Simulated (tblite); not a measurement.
A geometry optimisation, step by step.

Species: C3H8AsBO.
Bonds: C1–C2 (double), C2–C3, C2–O4, O4–B5, B5–As6. Hydrogens: H7, H8 on C1; H9, H10, H11 on C3; H12 on B5; H13, H14 on As6.

Computed with GFN2-xTB (tblite), gas phase: L-BFGS steps from a force-field or distance-geometry start until the largest atomic force falls under 0.01 eV/Å. 9 of its 97 geometries are shown.

Step 0: E = -492.5548 eV, largest atomic force 3.512 eV/Å
```
atom  x, y, z in Å  |  force x, y, z in eV/Å
C1     -0.779    1.007   -0.972   -1.111   0.779  -0.998
C2     -0.986    0.122   -0.023    1.591  -0.778   0.555
C3     -2.321   -0.402    0.343   -1.221   0.097   0.178
O4      0.128   -0.336    0.671    2.390  -1.299  -1.299
B5      1.368   -0.778   -0.043   -2.343   2.604  -0.257
As6     3.103   -0.188    0.825   -0.404  -0.237   3.361
H7      0.184    1.401   -1.247   -0.175  -0.027   0.074
H8     -1.680    1.355   -1.492    0.750   0.131   0.041
H9     -3.067    0.155   -0.288    0.561  -0.785   0.517
H10    -2.591   -0.162    1.401    0.404  -0.422  -0.703
H11    -2.407   -1.505    0.164    0.083   0.997   0.246
H12     1.266   -0.707   -1.243   -0.165  -0.720   0.428
H13     3.521    1.257    0.376   -0.004  -1.044  -1.050
H14     4.260   -1.219    0.628   -0.355   0.703  -1.095
```

Step 12: E = -494.3683 eV, largest atomic force 0.349 eV/Å
```
atom  x, y, z in Å  |  force x, y, z in eV/Å
C1     -0.813    1.037   -1.024   -0.036   0.055  -0.038
C2     -0.933    0.109   -0.085   -0.031   0.098  -0.055
C3     -2.261   -0.425    0.354   -0.075   0.026   0.035
O4      0.194   -0.289    0.586    0.021  -0.125  -0.084
B5      1.362   -0.557   -0.015   -0.062   0.182   0.121
As6     2.962   -0.226    1.178    0.336   0.072   0.061
H7      0.159    1.425   -1.275   -0.045   0.080  -0.084
H8     -1.669    1.444   -1.526    0.007   0.002  -0.084
H9     -3.025    0.074   -0.237   -0.067  -0.095   0.023
H10    -2.450   -0.206    1.403    0.133  -0.017   0.071
H11    -2.358   -1.502    0.216    0.179   0.032  -0.018
H12     1.405   -0.770   -1.174   -0.002  -0.078  -0.079
H13     3.441    0.905    0.282   -0.265   0.052   0.135
H14     3.986   -1.020    0.415   -0.093  -0.284  -0.003
```

Step 24: E = -494.4738 eV, largest atomic force 0.361 eV/Å
```
atom  x, y, z in Å  |  force x, y, z in eV/Å
C1     -0.856    1.099   -1.121   -0.055   0.020   0.017
C2     -0.933    0.203   -0.149   -0.068   0.050   0.235
C3     -2.190   -0.432    0.368   -0.054   0.027   0.034
O4      0.195   -0.143    0.559   -0.063   0.038  -0.037
B5      1.361   -0.506    0.034   -0.080  -0.110  -0.334
As6     2.969   -0.345    1.249    0.042   0.004  -0.068
H7      0.093    1.523   -1.401   -0.040   0.000  -0.030
H8     -1.730    1.455   -1.631   -0.032  -0.048  -0.063
H9     -3.075   -0.038   -0.120    0.065   0.008  -0.240
H10    -2.312   -0.235    1.431    0.207  -0.055   0.089
H11    -2.146   -1.512    0.224   -0.005   0.034   0.021
H12     1.426   -0.784   -1.128    0.026   0.040   0.223
H13     3.322    0.877    0.425    0.086  -0.064   0.117
H14     3.874   -1.162    0.355   -0.030   0.056   0.035
```

Step 36: E = -494.5216 eV, largest atomic force 0.119 eV/Å
```
atom  x, y, z in Å  |  force x, y, z in eV/Å
C1     -0.957    1.143   -1.200    0.025  -0.026  -0.009
C2     -0.934    0.318   -0.166   -0.007   0.021  -0.010
C3     -2.099   -0.428    0.396   -0.064   0.002  -0.006
O4      0.231    0.072    0.519    0.045  -0.002  -0.035
B5      1.331   -0.455   -0.007    0.079   0.023   0.086
As6     2.906   -0.510    1.276   -0.022  -0.043   0.037
H7     -0.050    1.617   -1.532   -0.041   0.041  -0.043
H8     -1.862    1.365   -1.736    0.020  -0.008   0.059
H9     -3.020   -0.110   -0.078   -0.073  -0.012  -0.033
H10    -2.169   -0.263    1.470    0.022   0.005   0.011
H11    -1.952   -1.495    0.228   -0.045  -0.013   0.024
H12     1.342   -0.831   -1.127    0.015  -0.025  -0.062
H13     3.407    0.796    0.735    0.033   0.038   0.001
H14     3.825   -1.219    0.320    0.013  -0.001  -0.020
```

Step 48: E = -494.5281 eV, largest atomic force 0.048 eV/Å
```
atom  x, y, z in Å  |  force x, y, z in eV/Å
C1     -0.975    1.142   -1.208   -0.013  -0.020  -0.006
C2     -0.932    0.311   -0.179    0.012  -0.032  -0.002
C3     -2.105   -0.424    0.393   -0.003   0.015   0.005
O4      0.239    0.066    0.498    0.006   0.011   0.020
B5      1.353   -0.450   -0.010    0.002  -0.014  -0.046
As6     2.918   -0.530    1.285    0.011  -0.009   0.001
H7     -0.091    1.640   -1.568    0.004  -0.020   0.017
H8     -1.898    1.354   -1.712   -0.024   0.017  -0.004
H9     -3.026   -0.105   -0.082   -0.016   0.007  -0.014
H10    -2.168   -0.241    1.464    0.006   0.004   0.009
H11    -1.980   -1.497    0.245    0.019   0.020   0.002
H12     1.378   -0.838   -1.129    0.016   0.016  -0.006
H13     3.447    0.789    0.792   -0.015  -0.004   0.008
H14     3.839   -1.217    0.309   -0.005   0.008   0.016
```

Step 60: E = -494.5313 eV, largest atomic force 0.052 eV/Å
```
atom  x, y, z in Å  |  force x, y, z in eV/Å
C1     -0.988    1.132   -1.215   -0.004  -0.005  -0.020
C2     -0.933    0.298   -0.189    0.025   0.005  -0.002
C3     -2.108   -0.413    0.408    0.015   0.000  -0.008
O4      0.246    0.035    0.464   -0.016  -0.042   0.027
B5      1.371   -0.450   -0.049    0.027  -0.009  -0.016
As6     2.901   -0.560    1.289   -0.002   0.002  -0.011
H7     -0.103    1.608   -1.600   -0.013   0.002   0.013
H8     -1.923    1.366   -1.688   -0.001   0.012  -0.028
H9     -3.029   -0.102   -0.074   -0.019   0.016  -0.007
H10    -2.171   -0.208    1.475    0.024   0.015   0.005
H11    -1.985   -1.488    0.281    0.002  -0.026   0.015
H12     1.436   -0.791   -1.182   -0.035   0.024   0.017
H13     3.423    0.780    0.849    0.005  -0.008   0.013
H14     3.863   -1.209    0.328   -0.007   0.015   0.001
```

Step 72: E = -494.5336 eV, largest atomic force 0.033 eV/Å
```
atom  x, y, z in Å  |  force x, y, z in eV/Å
C1     -0.992    1.118   -1.228    0.000  -0.019   0.009
C2     -0.934    0.280   -0.205   -0.010   0.012   0.023
C3     -2.108   -0.407    0.421   -0.013  -0.001  -0.006
O4      0.244   -0.003    0.440    0.013  -0.006   0.015
B5      1.382   -0.444   -0.085    0.006   0.018   0.015
As6     2.881   -0.596    1.286   -0.008  -0.002  -0.005
H7     -0.107    1.586   -1.620    0.000   0.001  -0.004
H8     -1.930    1.366   -1.688    0.010  -0.001  -0.020
H9     -3.033   -0.102   -0.059    0.008   0.001   0.016
H10    -2.150   -0.164    1.483   -0.012  -0.012  -0.028
H11    -1.995   -1.487    0.328   -0.006   0.015   0.013
H12     1.455   -0.724   -1.232    0.016  -0.005  -0.009
H13     3.405    0.766    0.924   -0.007   0.006   0.009
H14     3.882   -1.189    0.334    0.003  -0.007  -0.028
```

Step 84: E = -494.5361 eV, largest atomic force 0.045 eV/Å
```
atom  x, y, z in Å  |  force x, y, z in eV/Å
C1     -0.981    1.087   -1.236    0.000  -0.013   0.017
C2     -0.938    0.263   -0.201   -0.001   0.003   0.015
C3     -2.124   -0.396    0.436    0.015   0.010  -0.026
O4      0.238   -0.033    0.445    0.006   0.004   0.000
B5      1.388   -0.425   -0.096   -0.011   0.012  -0.015
As6     2.886   -0.639    1.264    0.020  -0.038  -0.008
H7     -0.086    1.546   -1.621   -0.019  -0.030  -0.013
H8     -1.908    1.334   -1.718    0.014   0.005   0.029
H9     -3.040   -0.085   -0.056   -0.001  -0.013   0.011
H10    -2.171   -0.132    1.492    0.013   0.000  -0.043
H11    -2.027   -1.480    0.369   -0.002   0.026  -0.002
H12     1.474   -0.646   -1.258   -0.006   0.004   0.033
H13     3.391    0.754    1.009   -0.007   0.007  -0.008
H14     3.897   -1.149    0.268   -0.019   0.023   0.011
```

Step 96: E = -494.5376 eV, largest atomic force 0.009 eV/Å
```
atom  x, y, z in Å  |  force x, y, z in eV/Å
C1     -0.978    1.068   -1.245   -0.001   0.008  -0.001
C2     -0.936    0.257   -0.200    0.000   0.001   0.002
C3     -2.126   -0.385    0.442    0.000  -0.003   0.005
O4      0.238   -0.046    0.446    0.004  -0.005  -0.002
B5      1.393   -0.412   -0.102    0.000  -0.007   0.002
As6     2.888   -0.682    1.250    0.005  -0.003  -0.003
H7     -0.085    1.508   -1.651    0.006   0.004   0.001
H8     -1.909    1.323   -1.714   -0.006  -0.001  -0.006
H9     -3.042   -0.081   -0.053    0.005   0.003  -0.001
H10    -2.173   -0.105    1.494    0.001   0.003   0.001
H11    -2.033   -1.470    0.392   -0.003  -0.002   0.000
H12     1.486   -0.593   -1.268   -0.002  -0.009  -0.001
H13     3.369    0.732    1.080   -0.008   0.001   0.003
H14     3.907   -1.113    0.228   -0.001   0.009   0.000
```

**Question.** Summarise the path.

**Answer.** The energy falls by 191.31 kJ/mol from step 0 to step 96; nine tenths of that is first reached at step 11. It falls at every step. The largest force goes from 3.512 to 0.009 eV/Å. Among the bonds O4–B5 changes most, from 1.497 to 1.330 Å; the atoms move by 0.460 Å rms after alignment.

What follows is the cost of the whole relaxation. Hardware: one thread of an Arm Neoverse N1, shared host. Cost: 0.84 s of wall time.
